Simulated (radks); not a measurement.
Species: F. Configuration: [He] 2s2 2p5. Method: scalar-relativistic Kohn-Sham, LDA (Slater exchange, Perdew-Wang correlation), spin-polarised, spherical densities, finite nucleus; open shells are filled with parallel spins first; Fermi nuclear charge, rms radius 2.8976 fm; hard spherical wall at 10 bohr; computed with a radial shooting solver on a logarithmic mesh with Libxc functionals. Some entries of the table are withheld. Estimate them.

orbital  occ.  eigenvalue (hartree)  <r^2> (bohr^2)
1s up       1             -24.22723         0.04246
1s down     1             -24.19648         0.04236
2s up       1              -1.11676           1.231
2s down     1              -1.05687           1.264
2p up       3              -0.44157           1.580
2p down     2              -0.38351           1.711
3s up       0                   (1)           25.63
3s down     0                   (2)           26.19
3p up       0               0.07271           33.44
3p down     0               0.07460           33.91
3d up       0                   (3)           39.87
3d down     0                   (4)           39.97

Answer. 
(1) 3s up eigenvalue (hartree): 0.01327
(2) 3s down eigenvalue (hartree): 0.01573
(3) 3d up eigenvalue (hartree): 0.14186
(4) 3d down eigenvalue (hartree): 0.14211
